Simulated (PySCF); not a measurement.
# [PmH4]− at several levels of theory

Computed with PySCF 2.14.0 (density fitting, no spin-orbit coupling) at the geometry relaxed with PBE0:

```xyz
5
[PmH4]− (singlet in the valence; each metal's 4f electrons, 4 of them, lie in its core potential, out of spins and levels)
Pm    0.0000    0.0000    0.0000
H     1.2426    1.2426    1.2426
H    -1.2426   -1.2426    1.2426
H     1.2426   -1.2426   -1.2426
H    -1.2426    1.2426   -1.2426
```

| level | basis | state | HOMO (eV) | gap (eV) | charge on Pm1 (e) | population of f-type functions on Pm1 (polarisation alone where 4f lies in the core) | dipole about the centre of mass (D) | largest force component (eV/Å) |
| --- | --- | --- | --- | --- | --- | --- | --- | --- |
| PBE0 | Pm lcecp-1-SVP with ECP50, H def2-SVP | singlet | -2.08 | 5.86 | 0.27 | 0.02 | 0.00 | 0.00 |
| TPSSh | the same | singlet | -1.56 | 5.06 | 0.44 | 0.02 | 0.00 | 0.02 |
| PBE0 | Pm lcecp-1-TZVP with ECP50, H def2-TZVP | singlet | -2.14 | 5.88 | 0.58 | 0.03 | 0.00 | 0.00 |

In the lcecp rows the 4f levels are missing from HOMO and gap, and the state counts the valence alone.

Charges are Mulliken's, which hang on the basis. The relaxation used the grid (50, 194), these runs (75, 302) or, all-electron (x2c bases, spin-free X2C Hamiltonian), (99, 590).

**Question.** What does wB97X with Pm lcecp-1-SVP with ECP50, H def2-SVP give here?

**Answer.** state singlet, HOMO (eV) -4.56, gap (eV) 10.05, charge on Pm1 (e) 0.23, population of f-type functions on Pm1 (polarisation alone where 4f lies in the core) 0.03, dipole about the centre of mass (D) 0.00, largest force component (eV/Å) 0.06. Time: 1.7 s on 2 threads of Arm Neoverse V1 (shared host), from an already converged density.

In the first row's basis the gap widens with exact exchange: 5.1 to 5.9 eV for TPSSh, PBE0 (a fixed share); 10.0 eV for wB97X (rising or full at long range).

An lcecp potential fixes the number of 4f electrons, so in runs with it no electron can move into or out of that shell.
